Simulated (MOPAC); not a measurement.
MOPAC input (MNDO):

```
MNDO PRECISE GNORM=0.05 LET XYZ GEO-OK AUX(PRECISION=9) THREADS=1
HNaO

Na   -0.00000000 1   -0.00000000 1   -0.91722285 1
O     0.00000000 1    0.00000000 1    1.01503037 1
H     0.00000000 1    0.00000000 1    1.96920848 1
```

From the last part of the output:

```
                                                       MOPAC v23.2.5 Linux

          FINAL HEAT OF FORMATION =        -37.06966 KCAL/MOL =    -155.09944 KJ/MOL

          COSMO AREA              =         97.50 SQUARE ANGSTROMS
          COSMO VOLUME            =         87.09 CUBIC ANGSTROMS

          GRADIENT NORM           =          0.02212          =       0.01277 PER ATOM
          IONIZATION POTENTIAL    =          9.116089 EV
          HOMO LUMO ENERGIES (EV) =         -9.116 -1.348
          NO. OF FILLED LEVELS    =          4
          MOLECULAR WEIGHT        =         39.9971         POINT GROUP:  C*v

          MOLECULAR DIMENSIONS (Angstroms)

            Atom       Atom       Distance
            H     3   Na     1     2.89277
            H     3   Na     1     0.00000
           Na     1    O     2     0.00000

          SCF CALCULATIONS        =          9

   ATOM   CHEMICAL          X               Y               Z
  NUMBER   SYMBOL      (ANGSTROMS)     (ANGSTROMS)     (ANGSTROMS)

     1      Na          0.00000000  *  -0.00000000  *  -0.93597540  *
     2       O         -0.00000000  *   0.00000000  *   1.04062550  *
     3       H          0.00000000  *  -0.00000000  *   1.95679292  *

                             CARTESIAN COORDINATES

   1   Na        0.000000000    -0.000000000    -0.935975404
   2    O       -0.000000000     0.000000000     1.040625499
   3    H        0.000000000    -0.000000000     1.956792916

           Empirical Formula: H O Na  =     3 atoms

      MOLECULAR POINT GROUP   :   C*v

                  EIGENVALUES
 -35.71676 -14.97106  -9.11609  -9.11609  -1.34833   1.23871   1.23871   4.94001
   9.52233

              NET ATOMIC CHARGES AND DIPOLE CONTRIBUTIONS

  ATOM NO.   TYPE          CHARGE      No. of ELECS.   s-Pop       p-Pop
    1         Na           0.388996        0.6110     0.07518     0.53583
    2          O          -0.552976        6.5530     1.72141     4.83156
    3          H           0.163980        0.8360     0.83602
 DIPOLE           X         Y         Z       TOTAL
 POINT-CHG.     0.000    -0.000    -2.972     2.972
 HYBRID        -0.000    -0.000    -1.014     1.014
 SUM            0.000    -0.000    -3.986     3.986

          ATOMIC ORBITAL ELECTRON POPULATIONS

     Atom    s        px        py        pz
    1 Na   0.07518   0.15131   0.15131   0.23322
    2  O   1.72141   1.84869   1.84869   1.13417
    3  H   0.83602

 **********************
 *                    *
 * JOB ENDED NORMALLY *
 *                    *
 **********************

 == MOPAC DONE ==
```
